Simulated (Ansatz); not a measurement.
System: YCl, net charge 0, singlet state. 
Geometry from a B3LYP-D3(BJ)/def2-TZVP (Ansatz, a program for electronic structure) optimisation:
SMILES: [Cl][Y]
```xyz
2

Y      0.0000     0.0000    -0.7285
Cl     0.0000     0.0000     1.6713
```
Charge 0, spin multiplicity 1.

Quantity: vertical ionisation energy (to the doublet state of charge +1; each state is the SCF solution reached for its spin; for the singlet the Hartree-Fock reference is unstable and T1 is 0.013), in eV. Correlated levels leave the core frozen unless marked. Open shells are spin-unrestricted. Spin-orbit coupling is left out. The frozen core is the preceding noble-gas configuration, with the filled d and f shells of earlier blocks. In def2 rows, elements after Kr have scalar-relativistic effective core potentials. CBS(X,Y): correlation extrapolated as X^-3; Hartree-Fock from the larger set.

```json
[
 {"level": "SVWN5/def2-TZVPD", "program": "Ansatz", "vertical ionisation energy (eV)": "6.68"},
 {"level": "PBE/def2-TZVPD", "program": "Ansatz", "vertical ionisation energy (eV)": "6.48"}
]
```

Task: Estimate the value at CCSD(T)/CBS(def2-TZVPPD,def2-QZVPPD) as computed with Ansatz.

Result: 6.56 eV
